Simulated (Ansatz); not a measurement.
F4Ge, charge -1, doublet, geometry from GFN2-xTB of the parent state (a state made from the parent by changing its charge; the spin is typed, not shown lowest) (a gas-phase anion, which may not be bound at this level); Ansatz (a first-principles code) with R2SCAN/STO-3G.

The Ansatz input:
Ansatz 0.2 input:
```yaml
crystal:
  periodic: [false, false, false]
  atoms:
    - {symbol: F, position_ang: [1.28249365, -1.06843622, -0.11172530]}
    - {symbol: Ge, position_ang: [-0.00000000, -0.00000000, -0.00000000]}
    - {symbol: F, position_ang: [0.58041552, 1.56903814, 0.00809899]}
    - {symbol: F, position_ang: [-1.01772117, -0.21135552, -1.31087792]}
    - {symbol: F, position_ang: [-0.84518800, -0.28924641, 1.41450423]}
basis:
  gaussian:
    orbitals: STO-3G
hamiltonian:
  xc: r2scan
total_charge: -1
magnetization: {spin_polarized: true, initial_magnetization: 1}
```

What the program printed (banner, timings and long lists left out):

```
Functional definition: r2SCAN
484 factors; integrals over basis functions are off by at most 2.8e-5 eV
mean field evaluation 1: about -66564.3001 eV, gradient 2.5e1 eV
mean field evaluation 2: about -66565.7890 eV, gradient 1.8e1 eV
mean field evaluation 4: about -66568.2268 eV, gradient 1.9e-1 eV
mean field evaluation 8: about -66568.1520 eV, gradient 2.6e-2 eV
mean field -66568.15199316 eV, -2446.3344642345 hartree, gradient 6.3e-5 eV, S^2 0.752071; 0 other end points of the search recorded, 0 dependent functions left out
reference -66568.15199611 eV, -2446.3344643429 hartree; 35, 34 occupied and 3, 4 virtual orbitals, 484 factors
Total energy: -66568.15199611 eV, -2446.3344643429 hartree
```
